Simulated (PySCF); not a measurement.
Bi(I)3, SMILES [I][Bi]([I])[I] (BiI3) (B3LYP/def2-SVP optimised geometry):

```
4

Bi    -1.133    -1.397     0.000
I      1.723    -1.397     0.000
I     -1.723     1.397     0.000
I     -1.704    -2.110    -2.706
```

Method: B3LYP/def2-TZVP, def2 effective core potentials past Kr run with PySCF.

Task: What are the frontier orbital energies and the dipole moment?

Result: HOMO-2 -7.46 eV, HOMO-1 -7.40 eV, HOMO -7.36 eV, LUMO -3.49 eV, LUMO+1 -2.73 eV; dipole moment 2.64 D.

On the same geometry PBE/def2-TZVP, def2 effective core potentials past Kr in PySCF gives HOMO-2 -6.63 eV, HOMO-1 -6.62 eV, HOMO -6.50 eV, LUMO -3.88 eV, LUMO+1 -3.16 eV; dipole moment 2.44 D.
